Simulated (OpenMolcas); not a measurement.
# Te II: thermal populations, Slater's ratio, worked from levels

```yaml
Program: OpenMolcas
Basis: ANO-RCC-VQZP [8s7p5d3f2g]
Scalar_Hamiltonian: DKH3, point nucleus
Active_space: 3 electrons in 3 orbitals (5p)
State_averaging: 2S+1 = 4 odd, 1 root; 2S+1 = 2 odd, 8 roots
Spin-orbit_coupling: state interaction with AMFI integrals over the reference wave functions, term energies averaged over their components
```

Methods: CASSCF; SS-CASPT2, IPEA 0.25 Eh, imaginary shift 0.1 Eh (closed shells correlated: 4d 5s). Measured levels: NIST Handbook of Basic Atomic Spectroscopic Data.

**Thermal populations.** Z = Σ (2J + 1) exp(-E/kT) with k = 0.695035 cm-1/K, over the levels below. No other level of either list lies under 71100 cm-1, which is above 7 kT at each temperature.

```csv
Level,2J + 1,SS-CASPT2,measured
5s2 5p3 4S* 3/2,4,0.0,0.0
5s2 5p3 2D* 3/2,4,10880,10222
5s2 5p3 2D* 5/2,6,12690,12422
5s2 5p3 2P* 1/2,2,21420,20547
5s2 5p3 2P* 3/2,4,24150,24032
```

| T (K) | Z, SS-CASPT2 | Z, measured levels | Ground level (%), SS-CASPT2 | Ground level (%), measured levels |
| --- | --- | --- | --- | --- |
| 5000 | 4.338 | 4.389 | 92.2 | 91.1 |
| 8000 | 5.272 | 5.382 | 75.9 | 74.3 |
| 12000 | 6.770 | 6.922 | 59.1 | 57.8 |

At 12000 K, kT = 8340 cm-1, and the computed levels give Z = 4.000 + 1.085 + 1.310 + 0.153 + 0.221 = 6.770.

**Slater's ratio.** With one set of orbitals, p3 has 2D* - 4S* = 9 F2 and 2P* - 2D* = 6 F2 (F2 = F²/25), a ratio of 2/3. Term energies are centres of gravity, weighted by 2J + 1.

```
   Source  2D* - 4S*  2P* - 4S*  F2 from the first  Ratio
   CASSCF      15483      27949               1720  0.805
SS-CASPT2      11967      23238               1330  0.942
 measured      11542      22870               1282  0.981
```

Energies in cm-1. A ratio away from 2/3 shows effects beyond one configuration with one set of orbitals, and in heavier atoms second-order spin-orbit shifts.

CASPT2 breaks the degeneracy within a term, and the mean is taken; among the terms shown or strongly mixed into the levels shown the widest spread is 170 cm-1 (5s2 5p3 2D*, SS-CASPT2). With the s shell closed, the reference lacks s² → p² mixing. Measured partners are found by configuration, term and J. A level has none where our copy of the source lacks it or the pairing is in doubt (some pairs that miss far off the trend of their configuration count as doubtful), and it then counts in no deviation. Only configurations of the active space appear.

* marks odd parity.
